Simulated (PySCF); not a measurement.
A geometry optimisation, step by step.

Compound: Ta(NH)Br3 (singlet state).
Bonds: Ta1–N2, Ta1–Br4, Ta1–Br5, Ta1–Br6. Hydrogens: H3 on N2.

Computed by this run: PBE0-D3(BJ)/def2-SVP geometry optimisation, gas phase, def2 core potentials past Kr in PySCF; density fitting, grid level 1; the optimiser is geomeTRIC in internal coordinates, started from a GFN2-xTB structure with every atom displaced at random (about 0.03 Å). 14 of its 28 geometries are shown. The frame can shift and turn from step to step; on so coarse a grid that alone can change the energy by a few meV, and forces under 0.02 eV/Å are noise.

Step 0: E = -213150.2399 eV, largest atomic force 1.799 eV/Å
```
atom  x, y, z in Å  |  force x, y, z in eV/Å
Ta1     0.057   -0.077   -0.281   -0.072   1.630  -0.757
N2      0.001   -0.005    1.478    0.129  -0.211  -1.590
H3     -0.029    0.007    2.469   -0.066   0.049   1.145
Br4     2.338    0.004   -1.268   -0.422  -0.116   0.565
Br5    -1.155    1.920   -1.259    0.582  -0.848   0.582
Br6    -1.149   -1.945   -1.209   -0.151  -0.504   0.055
```

Step 2: E = -213150.4375 eV, largest atomic force 0.209 eV/Å
```
atom  x, y, z in Å  |  force x, y, z in eV/Å
Ta1     0.024   -0.025   -0.367   -0.175  -0.074   0.046
N2     -0.034    0.010    1.386    0.009  -0.034  -0.045
H3     -0.056    0.015    2.405   -0.002   0.026  -0.207
Br4     2.359   -0.021   -1.066    0.057  -0.006   0.046
Br5    -1.103    1.960   -1.243    0.029   0.014   0.047
Br6    -1.126   -2.036   -1.185    0.083   0.074   0.113
```

Step 4: E = -213150.4526 eV, largest atomic force 0.115 eV/Å
```
atom  x, y, z in Å  |  force x, y, z in eV/Å
Ta1     0.014   -0.027   -0.403    0.058  -0.001   0.099
N2     -0.051    0.022    1.342   -0.017   0.017  -0.107
H3     -0.076    0.045    2.356   -0.005   0.017   0.031
Br4     2.383   -0.041   -1.007   -0.014   0.001  -0.027
Br5    -1.093    1.986   -1.247    0.004  -0.005  -0.030
Br6    -1.114   -2.081   -1.110   -0.025  -0.030   0.035
```

Step 6: E = -213150.4485 eV, largest atomic force 0.323 eV/Å
```
atom  x, y, z in Å  |  force x, y, z in eV/Å
Ta1     0.024   -0.046   -0.431   -0.019  -0.092   0.302
N2     -0.060    0.089    1.307    0.063   0.061  -0.311
H3     -0.107    0.155    2.315    0.000   0.022   0.178
Br4     2.401   -0.093   -1.012   -0.026  -0.032  -0.038
Br5    -1.060    1.952   -1.339   -0.004  -0.093  -0.091
Br6    -1.134   -2.153   -0.909   -0.014   0.134  -0.039
```

Step 8: E = -213150.4538 eV, largest atomic force 0.136 eV/Å
```
atom  x, y, z in Å  |  force x, y, z in eV/Å
Ta1     0.026   -0.048   -0.419   -0.009  -0.067   0.118
N2     -0.056    0.094    1.318    0.043   0.068  -0.067
H3     -0.104    0.161    2.328    0.004   0.023   0.042
Br4     2.398   -0.097   -1.021   -0.019  -0.027  -0.029
Br5    -1.059    1.933   -1.358    0.000  -0.084  -0.059
Br6    -1.142   -2.140   -0.917   -0.019   0.087  -0.005
```

Step 10: E = -213150.4563 eV, largest atomic force 0.065 eV/Å
```
atom  x, y, z in Å  |  force x, y, z in eV/Å
Ta1     0.031   -0.052   -0.407   -0.003  -0.035   0.029
N2     -0.050    0.105    1.328    0.031   0.054   0.002
H3     -0.099    0.176    2.339    0.005   0.030  -0.003
Br4     2.396   -0.104   -1.033   -0.014  -0.025  -0.022
Br5    -1.060    1.906   -1.380    0.001  -0.058  -0.029
Br6    -1.155   -2.127   -0.917   -0.021   0.034   0.024
```

Step 12: E = -213150.4563 eV, largest atomic force 0.042 eV/Å
```
atom  x, y, z in Å  |  force x, y, z in eV/Å
Ta1     0.036   -0.060   -0.399   -0.008  -0.014  -0.003
N2     -0.039    0.125    1.334    0.028   0.030   0.010
H3     -0.092    0.207    2.344    0.008   0.034  -0.011
Br4     2.393   -0.120   -1.053   -0.010  -0.026  -0.014
Br5    -1.060    1.875   -1.404   -0.003  -0.028  -0.013
Br6    -1.174   -2.123   -0.891   -0.014   0.003   0.031
```

Step 15: E = -213150.4566 eV, largest atomic force 0.034 eV/Å
```
atom  x, y, z in Å  |  force x, y, z in eV/Å
Ta1     0.036   -0.065   -0.398   -0.007  -0.003  -0.001
N2     -0.032    0.137    1.334    0.021   0.015   0.001
H3     -0.084    0.230    2.343    0.009   0.032  -0.005
Br4     2.389   -0.135   -1.065   -0.009  -0.022  -0.012
Br5    -1.063    1.861   -1.413   -0.004  -0.018  -0.011
Br6    -1.183   -2.125   -0.871   -0.011  -0.004   0.028
```

Step 17: E = -213150.4568 eV, largest atomic force 0.033 eV/Å
```
atom  x, y, z in Å  |  force x, y, z in eV/Å
Ta1     0.036   -0.065   -0.398   -0.006  -0.001  -0.001
N2     -0.031    0.137    1.334    0.020   0.014   0.001
H3     -0.084    0.231    2.343    0.009   0.032  -0.005
Br4     2.389   -0.135   -1.064   -0.009  -0.022  -0.013
Br5    -1.063    1.861   -1.412   -0.003  -0.018  -0.013
Br6    -1.183   -2.125   -0.872   -0.011  -0.004   0.030
```

Step 19: E = -213150.4570 eV, largest atomic force 0.036 eV/Å
```
atom  x, y, z in Å  |  force x, y, z in eV/Å
Ta1     0.036   -0.066   -0.398   -0.004   0.003  -0.001
N2     -0.031    0.138    1.334    0.018   0.010   0.001
H3     -0.083    0.232    2.343    0.009   0.031  -0.004
Br4     2.389   -0.135   -1.064   -0.008  -0.022  -0.014
Br5    -1.063    1.861   -1.411   -0.003  -0.017  -0.015
Br6    -1.183   -2.125   -0.874   -0.012  -0.005   0.033
```

Step 21: E = -213150.4573 eV, largest atomic force 0.044 eV/Å
```
atom  x, y, z in Å  |  force x, y, z in eV/Å
Ta1     0.035   -0.067   -0.397    0.001   0.011  -0.002
N2     -0.031    0.138    1.334    0.014   0.004   0.001
H3     -0.082    0.235    2.342    0.009   0.030  -0.003
Br4     2.388   -0.136   -1.062   -0.008  -0.022  -0.017
Br5    -1.064    1.860   -1.409   -0.003  -0.016  -0.020
Br6    -1.183   -2.127   -0.878   -0.013  -0.007   0.041
```

Step 23: E = -213150.4579 eV, largest atomic force 0.058 eV/Å
```
atom  x, y, z in Å  |  force x, y, z in eV/Å
Ta1     0.034   -0.070   -0.397    0.008   0.024  -0.002
N2     -0.030    0.139    1.334    0.007  -0.007   0.001
H3     -0.079    0.242    2.342    0.008   0.027  -0.003
Br4     2.388   -0.138   -1.058   -0.006  -0.021  -0.022
Br5    -1.066    1.859   -1.404   -0.002  -0.015  -0.029
Br6    -1.184   -2.129   -0.886   -0.015  -0.008   0.055
```

Step 25: E = -213150.4586 eV, largest atomic force 0.079 eV/Å
```
atom  x, y, z in Å  |  force x, y, z in eV/Å
Ta1     0.031   -0.075   -0.397    0.015   0.034  -0.002
N2     -0.030    0.138    1.334   -0.001  -0.012   0.002
H3     -0.073    0.257    2.340    0.004   0.015  -0.001
Br4     2.387   -0.140   -1.050   -0.004  -0.020  -0.031
Br5    -1.067    1.859   -1.395    0.000  -0.015  -0.045
Br6    -1.184   -2.134   -0.900   -0.014  -0.001   0.078
```

Step 27: E = -213150.4586 eV, largest atomic force 0.084 eV/Å
```
atom  x, y, z in Å  |  force x, y, z in eV/Å
Ta1     0.030   -0.078   -0.397    0.013   0.028  -0.001
N2     -0.031    0.135    1.334    0.002   0.004  -0.001
H3     -0.070    0.264    2.339    0.001   0.003   0.000
Br4     2.387   -0.140   -1.048   -0.004  -0.020  -0.033
Br5    -1.067    1.859   -1.393    0.001  -0.015  -0.047
Br6    -1.185   -2.136   -0.904   -0.012   0.001   0.083
```

Task: Summarise the path.

Result: The energy falls by 5.04 kcal/mol from step 0 to step 27; nine tenths of that is first reached at step 2. It rises by more than 0.2 meV at steps 5 and 6. The largest force goes from 1.799 to 0.084 eV/Å. Among the bonds Ta1–Br5 changes most, from 2.533 to 2.438 Å; the atoms move by 0.136 Å rms after alignment.

Task: Follow the three bonds and two angles with the largest change from start to end.

Result: 
| step | E above end (kcal/mol) | largest force (eV/Å) | Ta1–Br5 (Å) | Ta1–Br4 (Å) | Ta1–Br6 (Å) | Br5–Ta1–Br6 (°) | N2–Ta1–Br4 (°) |
| --- | --- | --- | --- | --- | --- | --- | --- |
| 0 | 5.04 | 1.799 | 2.533 | 2.486 | 2.409 | 102.9 | 115.1 |
| 1 | 1.66 | 0.810 | 2.394 | 2.419 | 2.450 | 106.7 | 111.2 |
| 2 | 0.49 | 0.209 | 2.445 | 2.438 | 2.457 | 109.2 | 108.6 |
| 4 | 0.14 | 0.115 | 2.447 | 2.445 | 2.448 | 112.5 | 106.4 |
| 5 | 0.20 | 0.248 | 2.449 | 2.447 | 2.453 | 114.5 | 106.1 |
| 6 | 0.23 | 0.323 | 2.447 | 2.448 | 2.451 | 114.8 | 106.5 |
| 7 | 0.16 | 0.212 | 2.447 | 2.447 | 2.450 | 114.3 | 106.8 |
| 8 | 0.11 | 0.136 | 2.446 | 2.447 | 2.448 | 113.7 | 107.0 |
| 9 | 0.07 | 0.085 | 2.445 | 2.447 | 2.446 | 113.1 | 107.2 |
| 11 | 0.05 | 0.051 | 2.441 | 2.447 | 2.442 | 111.7 | 107.9 |
| 12 | 0.05 | 0.042 | 2.440 | 2.447 | 2.441 | 111.4 | 108.0 |
| 13 | 0.05 | 0.036 | 2.439 | 2.447 | 2.441 | 111.2 | 108.1 |
| 14 | 0.05 | 0.034 | 2.439 | 2.446 | 2.440 | 111.2 | 108.1 |
| 15 | 0.04 | 0.034 | 2.439 | 2.446 | 2.440 | 111.1 | 108.1 |
| 16 | 0.04 | 0.033 | 2.439 | 2.446 | 2.440 | 111.1 | 108.1 |
| 18 | 0.04 | 0.034 | 2.439 | 2.446 | 2.440 | 111.1 | 108.1 |
| 19 | 0.04 | 0.036 | 2.439 | 2.446 | 2.440 | 111.1 | 108.1 |
| 20 | 0.03 | 0.039 | 2.439 | 2.446 | 2.440 | 111.1 | 108.0 |
| 21 | 0.03 | 0.044 | 2.438 | 2.446 | 2.441 | 111.1 | 108.0 |
| 22 | 0.02 | 0.050 | 2.438 | 2.446 | 2.441 | 111.1 | 107.9 |
| 23 | 0.02 | 0.058 | 2.438 | 2.446 | 2.441 | 111.1 | 107.8 |
| 25 | 0.00 | 0.079 | 2.438 | 2.446 | 2.443 | 111.1 | 107.6 |
| 26 | 0.00 | 0.084 | 2.438 | 2.446 | 2.443 | 111.1 | 107.5 |
| 27 | 0.00 | 0.084 | 2.438 | 2.446 | 2.443 | 111.1 | 107.5 |

The cost below is that of the whole optimisation. On one thread of an Arm Neoverse V1, no GPU, shared host with 32 logical CPUs at a one-minute load of 19, this took 8.1 min and 0.66 GiB of memory at its peak.
